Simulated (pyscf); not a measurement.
# H₃C–GaH–O•, doublet

Gas-phase minimum from PySCF at ωB97X-D3(BJ)/def2-SVP, one conformer. H₃C–GaH–O• lies 12.7 kcal/mol over its isomer •H₂C–GaH–OH (electronic energy, ωB97M-D3(BJ)/def2-TZVP). 

```
C
H 1 1.0997
H 1 1.1016 2 108.77
H 1 1.1017 2 108.71 3 116.89
Ga 1 1.9548 2 111.25 4 121.46
O 5 1.8046 1 115.73 2 -1.06
H 5 1.5593 6 113.78 1 179.92
```
Charge 0, spin multiplicity 2.

Properties at ωB97X-D3(BJ)/def2-SVP:

Harmonic wavenumbers, unscaled: 44, 152, 422, 552, 593, 684, 719, 777, 1242, 1438, 1444, 2030, 3072, 3171, 3191 cm⁻¹
Zero-point energy: 27.9 kcal/mol
Rotational symmetry number: 1
Entropy of this conformer at 298 K and 1 atm, rigid rotor and harmonic oscillator, modes under 100 cm⁻¹ raised to 100: 309.8 J/(mol K)
Dipole moment: 2.40 D
Spin expectation value S2: 0.754

Single-point totals, which compare only within one level (frozen core for MP2 and CC):

| level | total energy (hartree) |
|---|---|
| ωB97X-D3(BJ)/def2-TZVP | -2040.57708 |
| PBE/def2-TZVP | -2040.14919 |
| r²SCAN/def2-TZVP | -2040.50989 |
| B3LYP-D3(BJ)/def2-TZVP | -2040.64351 |
| PBE0-D3(BJ)/def2-TZVP | -2040.19797 |
| M06-2X/def2-TZVP | -2040.51934 |
| ωB97M-D3(BJ)/def2-TZVP | -2040.63074 |
| UHF/def2-TZVPP | -2038.33098 |
| MP2/def2-TZVPP | -2038.92658 |
| CCSD/def2-TZVPP | -2038.95290 |
| CCSD(T)/def2-TZVPP | -2038.97599 |

The lowest mode is so soft that the shape along it may change with the basis. Soft torsions are taken as harmonic, which can shift the entropy by several J/(mol K). The CCSD(T) − MP2 part came from Ansatz, without density fitting, on the same reference. The frozen core leaves the outer d or s,p core shells of the metals and heavy elements correlated in the MP2 and CC values, and def2-TZVPP describes them poorly, so these totals are far from the basis limit. Elements up to Kr have no core potential and no relativistic terms here.
